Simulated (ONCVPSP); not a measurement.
Before and after: ONCV potential for gadolinium (Gd)

- Element: Gd
- Generator: ONCVPSP 4.0.1
- Type: optimised norm-conserving Vanderbilt (ONCV)
- Functional: revPBE
- Relativity: scalar-relativistic
- Frozen core: [Kr] 4d10
- Valence charge: 18
- Reference configuration: 4f7 5s2 5p6 5d1 6s1 (charge +1)
- Partial waves: 5s+6s: rc 2.25 bohr, ncon 5, nbas 8, qcut 5.3 1/bohr, 2 projectors; 5p: rc 1.45 bohr, ncon 4, nbas 7, qcut 5.2 1/bohr, 1 projector; 5d: rc 3.15 bohr, ncon 3, nbas 7, qcut 4.3 1/bohr, 1 projector; 4f: rc 1.20 bohr, ncon 4, nbas 9, qcut 14.9 1/bohr, 2 projectors, debl 1.2 Ha
- Local potential: polynomial inside 0.80 bohr (lpopt 5, dvloc0 0 Ha)
- Core correction: polynomial model core, fcfact 0.7

Change: s: rc 3.22.

Cutoffs: the cutoffs (Ha) at which the residual kinetic energy of the hardest occupied pseudo-wave falls to 1 and 0.1 mHa per electron; they do not see the model core or the augmentation charge, which bear on the density cutoff. Errors are all-electron minus pseudo energies relative to the spin-unpolarised reference configuration.

**Question.** Predict the effect on cutoff, ghosts and configuration errors.

**Answer.** The potential gets neither clearly harder nor softer (92 Ha and 100 Ha → 92 Ha and 100 Ha); both files keep a bound ghost (p, s); of the 4 tests that both files solve, the error grows in 3 and shrinks in 0 by more than 15 % and 0.3 meV (median size 3.6 → 4.2 meV). More of the atom is replaced by a form fitted at one configuration, so other configurations suffer.

| quantity | base | changed |
| --- | --- | --- |
| cutoff, loose | 92 Ha | 92 Ha |
| cutoff, tight | 100 Ha | 100 Ha |
| loose cutoff by channel | s 11 Ha, p 52 Ha, d 6.5 Ha, f 92 Ha | s 4.5 Ha, p 52 Ha, d 6.5 Ha, f 92 Ha |
| bound ghosts | s, p | s, p |
| GHOST(+) flags under 300 eV | d at 13.0 eV | d at 13.0 eV |
| error for 4f7 5s2 5p6 5d1 6s2, meV [ΔE -6.57 eV] | +1.2 | +0.9 |
| error for 4f7 5s2 5p6 5d1 6s0, meV [ΔE 11.96 eV] | -5.8 | -6.7 |
| error for 4f7 5s2 5p6 5d0 6s0, meV [ΔE 31.71 eV] | +29 | +34 |
| error for 4f7 5s2 5p6 5d1.5 6s1.5, meV [ΔE -5.73 eV] | +1.3 | +1.7 |
| p: phases at 1.47 bohr within 0.05 rad from the reference energy up to (Ha; the scan ends near 5) | 3.9 | 3.9 |
| d: phases at 3.19 bohr within 0.05 rad from the reference energy up to (Ha; the scan ends near 5) | 0.3 | 0.3 |
| f: phases at 1.22 bohr within 0.05 rad from the reference energy up to (Ha; the scan ends near 5) | to the end of the scan | to the end of the scan |
| rms error of d²Exc/dni dnj with the model core, mHa | 1.31 | 2.31 |

 A true bound ghost makes a file unfit for plane-wave use even where its test errors are small: the radial tests pick states by their node count and pass the ghost by.
